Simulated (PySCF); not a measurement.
# What a mistake does to a calculation on BCGeH6Si

All numbers below are calculated, not measured. The program is PySCF 2.14.0, an open-source quantum chemistry code, run on an isolated molecule that a program drew, which may never have been made. The molecule is BCGeH6Si (charge 0, doublet), drawn as the SMILES string `[BH][CH]=[GeH][SiH3]`.

Each row is a Hartree-Fock (HF) and frozen-core CCSD(T) single point in the cc-pV(D+d)Z basis, meant for a local HF minimum. Run 1 is clean. Each other run has one planted mistake out of seven kinds, and not every kind appears here: one electron removed, one electron added, multiplicity raised by two, geometry at a saddle point, minimal basis STO-3G, one bond length entered in bohr, all coordinates scaled. The reference is restricted for singlets and unrestricted otherwise, and also for a bond in bohr. Adding or removing an electron swaps singlet and doublet. Electrons count all cores. HOMO and LUMO are orbital energies over both spins, the gradient is its largest component, and the lowest frequency (negative if imaginary) is given only where the gradient is small. Bond lengths are over the 9 bonds as drawn. T1 is the CCSD diagnostic: over 0.02 (restricted) or 0.045 (unrestricted) a single reference is doubtful. Germanium has the cc-pVDZ-PP basis, with a core potential (ECP10MDF) in place of its 10 inner electrons, and its 3s, 3p and 3d shells are frozen in CCSD(T).

Geometry of the clean run:
```xyz
10
BCGeH6Si, angstrom
B     0.7441   -1.0899   -2.4356
C    -0.3160   -0.2940   -2.0484
Ge    0.1315    1.5533   -1.6449
Si   -0.6687    2.2751    0.5111
H     1.6958   -1.7001   -2.7590
H    -1.3547   -0.5856   -1.9623
H     1.6587    1.7289   -1.7897
H    -0.0079    1.5603    1.6304
H    -0.4244    3.7289    0.6624
H    -2.1276    2.0224    0.5803
```

```
run  electrons  basis functions  <S^2>  HOMO (eV)  LUMO (eV)  gradient (hartree/bohr)  lowest frequency (cm^-1)  mean bond (Å)  longest bond (Å)      T1  HF (hartree)  CCSD(T) (hartree)               mistake
  1         63              104  0.788      -7.55       1.07                  2.8e-05                        78         1.5538             2.410  0.0197    -648.27856         -648.74378              no fault
  2         64              104  0.000      -0.70       6.79                  4.7e-02                         -         1.5538             2.410  0.0253    -648.26944         -648.77161    one electron added
  3         62              104  0.000     -14.76      -5.81                  5.7e-02                         -         1.5538             2.410  0.0192    -648.03074         -648.48719  one electron removed
  4         63              104  1.605      -7.62       0.97                  1.1e-02                         -         1.7003             2.800  0.0490    -648.16746         -648.62360                     ?
```

**Which mistake was planted in run 4, and what did it cost?**

The mean bond changes by a factor of 1.094 and the longest by 1.162, so the molecule wasn't scaled as a whole. A length L in bohr read as angstrom grows by (1/0.5292 - 1) L = 0.890 L. The 9 bonds together grew by 9 x 0.1465 = 1.318 Å, which gives L = 1.482 Å. That is the length of one of the H-Si bonds, 1.482 Å in the clean geometry. So the mistake is: one bond length entered in bohr. Subtracting run 1 and multiplying by 627.51 kcal/mol a hartree, the energy moved by 69.7 kcal/mol in HF and 75.4 kcal/mol in CCSD(T).

Cautions from the logs. Run 2: T1 is over the limit, so its CCSD(T) energy is less reliable; run 4: T1 is over the limit, so its CCSD(T) energy is less reliable.
